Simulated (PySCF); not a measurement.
A GIAO shielding run with PySCF 2.14.0 with density-fitted response routines (density fitting, non-relativistic, gas phase) on SMILES N#C[C@H]1[C@@]2([C@H](NC)[SiH2]2)C1, C6H10N2Si:

```
$ OMP_NUM_THREADS=1 python probes_run.py task.json out

{"job": {"kind": "nmr", "xc": "PBE0", "basis": "pcSseg-1"}, "charge": 0, "multiplicity": 1}
C      2.573509     0.836681     0.174128
N      1.142987     0.758852     0.357682
C      0.590849    -0.515362     0.039166
Si     0.249832    -1.133472    -1.758195
C     -0.864208    -0.621019    -0.345269
C     -2.010837    -1.078729     0.474747
C     -1.997743     0.331223    -0.080633
C     -1.826587     1.420837     0.810978
N     -1.709312     2.316423     1.516237
H      2.886241     0.616963    -0.860083
H      2.914084     1.833245     0.446936
H      3.049037     0.110053     0.833550
H      0.673078     1.498768    -0.152957
H      0.918341    -1.253936     0.769956
H      0.362892    -0.162037    -2.831190
H      0.298455    -2.544631    -2.080324
H     -2.726813    -1.771858     0.054837
H     -1.862687    -1.191173     1.540800
H     -2.670921     0.558420    -0.902663
```

Hardware: 1 thread of an Arm Neoverse N1, shared host. The job also computes population analyses, field gradients, ring-centre shieldings.

Q: How large is the calculation?

A: 74 electrons, 210 basis functions and 1099 auxiliary functions.

Q: How long does it take, and how much memory does it need?

A: 69 s of wall time, with 14 SCF cycles and 5 response iterations; peak memory 0.95 GiB. Times on a shared host scatter by some tens of per cent.
